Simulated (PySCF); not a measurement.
# Nuclear quadrupole coupling in `O[B-](O)(O)O`

Species: BH4O4 (charge -1).
Numbering: `[OH:1][B-:2]([OH:3])([OH:4])[OH:5]` (hydrogens: H6 on O1; H7 on O3; H8 on O4; H9 on O5)

Cartesian coordinates in Å at the PBE0-D3(BJ)/def2-SVP level; atoms count from 1:
```
atom  x, y, z in Å
O1     0.1139    0.8933   -1.1783
B2    -0.0002    0.0015   -0.0060
O3    -0.9520    0.6372    0.9288
O4    -0.4182   -1.3207   -0.5142
O5     1.2573   -0.2060    0.7406
H6    -0.0022    1.7696   -0.8020
H7    -0.6876    0.2853    1.7828
H8    -0.9503   -1.1035   -1.2841
H9     1.6665   -0.9446    0.2821
```

Field gradients from the B3LYP/pcJ-1 density (PySCF, non-relativistic), principal values in atomic units, ordered |Vxx| ≤ |Vyy| ≤ |Vzz|:

| atom | Vxx | Vyy | Vzz |
| --- | --- | --- | --- |
| O1 | -0.2130 | -1.3690 | 1.5820 |
| O3 | -0.2140 | -1.3653 | 1.5793 |
| O4 | -0.2129 | -1.3681 | 1.5810 |
| O5 | -0.2154 | -1.3656 | 1.5811 |

Question: Find the asymmetry η = (Vxx − Vyy)/Vzz and the couplings χ = eQV/h (234.96 MHz × Q in barn × V in au), with Q(17O) = −0.0256 b.

Answer: 
| atom | environment | nucleus | η | χzz (MHz) | χxx (MHz) | χyy (MHz) |
| --- | --- | --- | --- | --- | --- | --- |
| O1 | boron-bound oxygen | 17O | 0.73 | -9.52 | 1.28 | 8.23 |
| O3 | boron-bound oxygen | 17O | 0.73 | -9.50 | 1.29 | 8.21 |
| O4 | boron-bound oxygen | 17O | 0.73 | -9.51 | 1.28 | 8.23 |
| O5 | boron-bound oxygen | 17O | 0.73 | -9.51 | 1.30 | 8.21 |

At B2 no principal value exceeds 0.01 au. The tensor is traceless: Vxx + Vyy + Vzz = 0.

Question: What is Vzz at O5 in SI units (1 au = 9.71736 × 10²¹ V/m²)?

Answer: 1.5811 au = 15.364 × 10²¹ V/m².

Question: What couplings would deuterons (Q(2H) = 0.00286 b) have in place of the hydrogens, at this geometry?

Answer: 
```csv
atom,bonded to,bond length (Å),Vzz (au),η,χzz (kHz)
H6,O1,0.961,0.4807,0.09,323
H7,O3,0.961,0.4802,0.09,323
H8,O4,0.961,0.4804,0.09,323
H9,O5,0.961,0.4801,0.09,323
```

Isolated species at its PBE0-D3(BJ)/def2-SVP geometry, gas phase. The pcJ-1 basis has no diffuse functions, a weakness for an anion. With so small a basis the couplings can be 20 % off.
